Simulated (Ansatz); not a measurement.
Consider the ligand exchange at a Ga–N bond: `[GaH2][NH]B1CS1` + `PP` → `P[PH][GaH2]` + `NB1CS1`.

Isolated molecules relaxed with PBE0-D4/def2-TZVP in Ansatz; ΔE leaves out vibrations. CCSD(T)/CBS is the MP2 limit (def2-TZVPP, def2-QZVPP) plus CCSD(T) − MP2 in def2-TZVPP, frozen cores. This one scheme is used for every species. Functionals use def2-TZVPP. B3LYP here is the variant with VWN-RPA as its local correlation; programs differ in this. HSE06 is defined as in plane-wave codes. For Ga outer-core shells are correlated without core-valence functions, which leaves a few kJ/mol of doubt a bond. Scalar relativity is left out up to krypton. Each species was taken in one conformer, which may not be the lowest.

```json
{"level": "PBE-D4", "ΔE (kcal/mol)": "-2.6", "difference from CCSD(T)/CBS": "-3.5"}
{"level": "revPBE-D4", "ΔE (kcal/mol)": "-1.5", "difference from CCSD(T)/CBS": "-2.4"}
{"level": "BLYP-D4", "ΔE (kcal/mol)": "2.2", "difference from CCSD(T)/CBS": "1.3"}
{"level": "r2SCAN-D4", "ΔE (kcal/mol)": "-1.3", "difference from CCSD(T)/CBS": "-2.2"}
{"level": "B97M-V", "ΔE (kcal/mol)": "-0.3", "difference from CCSD(T)/CBS": "-1.2"}
{"level": "PBE0-D4", "ΔE (kcal/mol)": "-2.2", "difference from CCSD(T)/CBS": "-3.1"}
{"level": "B3LYP-D4", "ΔE (kcal/mol)": "1.9", "difference from CCSD(T)/CBS": "1.0"}
{"level": "r2SCANh-D4", "ΔE (kcal/mol)": "-1.3", "difference from CCSD(T)/CBS": "-2.2"}
{"level": "r2SCAN0-D4", "ΔE (kcal/mol)": "-1.3", "difference from CCSD(T)/CBS": "-2.2"}
{"level": "HSE06-D4", "ΔE (kcal/mol)": "-2.2", "difference from CCSD(T)/CBS": "-3.1"}
{"level": "CAM-B3LYP-D4", "ΔE (kcal/mol)": "3.0", "difference from CCSD(T)/CBS": "2.1"}
{"level": "ωB97X-V", "ΔE (kcal/mol)": "1.5", "difference from CCSD(T)/CBS": "0.6"}
{"level": "ωB97M-V", "ΔE (kcal/mol)": "1.1", "difference from CCSD(T)/CBS": "0.2"}
{"level": "B2PLYP", "ΔE (kcal/mol)": "2.6", "difference from CCSD(T)/CBS": "1.7"}
{"level": "PBE", "ΔE (kcal/mol)": "-2.1", "difference from CCSD(T)/CBS": "-3.0"}
{"level": "revPBE", "ΔE (kcal/mol)": "-1.1", "difference from CCSD(T)/CBS": "-2.0"}
{"level": "r2SCAN", "ΔE (kcal/mol)": "-1.3", "difference from CCSD(T)/CBS": "-2.2"}
{"level": "PBE0", "ΔE (kcal/mol)": "-1.9", "difference from CCSD(T)/CBS": "-2.8"}
{"level": "B3LYP", "ΔE (kcal/mol)": "2.6", "difference from CCSD(T)/CBS": "1.7"}
{"level": "r2SCANh", "ΔE (kcal/mol)": "-1.3", "difference from CCSD(T)/CBS": "-2.2"}
{"level": "HSE06", "ΔE (kcal/mol)": "-1.8", "difference from CCSD(T)/CBS": "-2.7"}
{"level": "BHLYP", "ΔE (kcal/mol)": "3.4", "difference from CCSD(T)/CBS": "2.5"}
{"level": "CAM-B3LYP", "ΔE (kcal/mol)": "3.3", "difference from CCSD(T)/CBS": "2.4"}
{"level": "LC-ωPBE", "ΔE (kcal/mol)": "-0.2", "difference from CCSD(T)/CBS": "-1.1"}
{"level": "RPA@PBE/def2-TZVPP", "ΔE (kcal/mol)": "4.1", "difference from CCSD(T)/CBS": "3.2"}
{"level": "HF/def2-SVP", "ΔE (kcal/mol)": "7.7", "difference from CCSD(T)/CBS": "6.8"}
{"level": "MP2/def2-SVP", "ΔE (kcal/mol)": "4.6", "difference from CCSD(T)/CBS": "3.7"}
{"level": "CCSD/def2-SVP", "ΔE (kcal/mol)": "5.8", "difference from CCSD(T)/CBS": "4.9"}
{"level": "CCSD(T)/def2-SVP", "ΔE (kcal/mol)": "5.3", "difference from CCSD(T)/CBS": "4.4"}
{"level": "HF/def2-TZVPP", "ΔE (kcal/mol)": "7.1", "difference from CCSD(T)/CBS": "6.2"}
{"level": "MP2/def2-TZVPP", "ΔE (kcal/mol)": "1.7", "difference from CCSD(T)/CBS": "0.8"}
{"level": "SCS-MP2/def2-TZVPP", "ΔE (kcal/mol)": "3.8", "difference from CCSD(T)/CBS": "2.9"}
{"level": "CCSD/def2-TZVPP", "ΔE (kcal/mol)": "3.4", "difference from CCSD(T)/CBS": "2.5"}
{"level": "CCSD(T)/def2-TZVPP", "ΔE (kcal/mol)": "2.5", "difference from CCSD(T)/CBS": "1.6"}
{"level": "HF/def2-QZVPP", "ΔE (kcal/mol)": "7.3", "difference from CCSD(T)/CBS": "6.4"}
{"level": "MP2/def2-QZVPP", "ΔE (kcal/mol)": "0.9", "difference from CCSD(T)/CBS": "0.0"}
{"level": "SCS-MP2/def2-QZVPP", "ΔE (kcal/mol)": "3.1", "difference from CCSD(T)/CBS": "2.2"}
{"level": "HF/CBS(def2)", "ΔE (kcal/mol)": "7.4", "difference from CCSD(T)/CBS": "6.5"}
{"level": "MP2/CBS(def2)", "ΔE (kcal/mol)": "0.2", "difference from CCSD(T)/CBS": "-0.7"}
{"level": "CCSD/CBS(def2)", "ΔE (kcal/mol)": "1.9", "difference from CCSD(T)/CBS": "1.0"}
{"level": "CCSD(T)/CBS", "ΔE (kcal/mol)": "0.9", "difference from CCSD(T)/CBS": "0"}
```

Largest T1 diagnostic among the species: 0.014.

Leaving LDA and LC-ωPBE aside and taking each functional with its dispersion term where it has one, the values spread over 5.5 kcal/mol, from PBE-D4 to CAM-B3LYP-D4. LDA lies −2.4 kcal/mol from PBE without D4. The D4 term adds −0.7 kcal/mol with B3LYP and −0.3 kcal/mol with PBE0; it sums over pairs of atoms, weighted by their polarisabilities, and B3LYP, whose exchange is more repulsive, gets the larger term. At CCSD(T), def2-SVP lies +4.4 kcal/mol from the extrapolated value and def2-TZVPP +1.6 kcal/mol.
